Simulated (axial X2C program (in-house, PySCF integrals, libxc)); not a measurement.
Worked dissociation energy of CaAl: LDA, two-component

All values were computed with an in-house all-electron X2C program for linear molecules (integrals from PySCF). Two-component (2c) means X2C with spin–orbit coupling and atomic mean-field two-electron Coulomb and Gaunt terms. Basis: Ca dyall-cv3z [11s12p6d4f], Al dyall-v3z [8s8p2d1f] (cores contracted in-house); Gaussian nuclei, density fitting, unrestricted open shells. Masses: Ca 39.963 u, Al 26.982 u.

Molecular state: Ω = 1/2 (⟨Sz⟩ = -0.50, ⟨Lz⟩ = 1.00 at LDA).

| Quantity | Value |
| --- | --- |
| E(Ca) (2M_J = 0) | -678.470387 hartree |
| E(Al) (2M_J = 1) | -241.727326 hartree |
| E(CaAl) at Re | -920.233624 hartree |
| ωe | 203.7 cm⁻¹ |
| ωexe | 1.12 cm⁻¹ |

Q: Work out De and D0.

A: De = -678.470387 + (-241.727326) − (-920.233624) = 0.03591 hartree = 0.977 eV. The zero-point energy is ωe/2 − ωexe/4 = 102 cm⁻¹ = 0.013 eV, so D0 = 0.965 eV.

Occupations by symmetry block were frozen at the best pattern of an incomplete PBE0 search. De is counted from the lowest determinant-based energies of the atoms at the same level, without counterpoise correction. Density functionals use the spin component along the axis (collinear). The 2c atoms are single determinants rather than J levels; their spin–orbit lowering is only partly caught, and De is too large by that part. This holds for LDA. Other states lie close and PBE0, whose exact exchange favours high spin, may order them wrongly; the determinant shown need not be the ground state. The nearest other 2c determinant of the search, Ω = 3/2, lies 0.01 eV up at the distance of the search. The functionals have no current-density term, which raises determinants with orbital currents, atoms included. The atomic limit has a lower orbital projection than the molecule and lies lower at mean-field level, so De may be about a tenth of an eV too small.

LDA overbinds, often by about an eV.

Each atomic determinant is the lowest at this level and need not be a pure J level. Totals compare only within one Hamiltonian and basis.
